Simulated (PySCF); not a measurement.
Level of theory: PBE-D3(BJ)/def2-TZVP // r2SCAN-D4/def2-TZVP run with PySCF 2.14.0. Gas-phase values, no solvent. One relaxed conformer stands for a flexible species; it need not be the lowest. Excitations are Tamm–Dancoff values on a coarser integration grid. The basis has no diffuse functions, so Rydberg states are missing or too high.

Reference species (SMILES): `[H]/N=C/C=N/[H]` (N–C–C–N torsion 180°) (neutral, multiplicity 1).

```json
{
 "S1 excitation (TDA)": "3.88 eV",
 "HOMO": "-6.46 eV",
 "S1–T1 gap (TDA)": "0.65 eV"
}
```

Changed species: `C(#CN)N`.

Problem. Predict the effect on the S1 excitation (TDA), HOMO and S1–T1 gap (TDA).

Solution. the S1 excitation (TDA) increases by 1.15 eV, to 5.03 eV; the HOMO rises by 1.72 eV, to -4.74 eV; the S1–T1 gap (TDA) falls by 0.46 eV, to 0.19 eV.
